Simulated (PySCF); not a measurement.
Si(H)2(Br)(OH) (BrH3OSi), SMILES Br[SiH2]O.

Coordinates come from a PBE-D3(BJ)/def2-TZVP optimisation. Other conformers were not sampled.

The numbers are results of PBE-D3(BJ)/def2-TZVP (PySCF), not measurements.

Frequencies are harmonic and unscaled.

```csv
mode,ν (cm⁻¹),IR (km/mol),moving atoms (share of kinetic energy)
1,183,22.3,"H 40 %, O 33 %, Si 14 %, Br 13 %"
2,273,86.1,"H 57 %, O 32 %"
3,410,68.4,"Si 66 %, Br 24 %"
4,569,30.2,"H 83 %, Si 14 %"
5,693,25.1,H 97 %
6,813,99.8,"H 54 %, O 38 %"
7,860,361.5,"H 76 %, Si 16 %"
8,895,20.0,"H 69 %, O 20 %, Si 10 %"
9,931,75.8,"H 74 %, Si 18 %, O 8 %"
10,2176,91.7,H 97 %
11,2223,76.4,H 96 %
12,3758,85.8,H 94 %
```
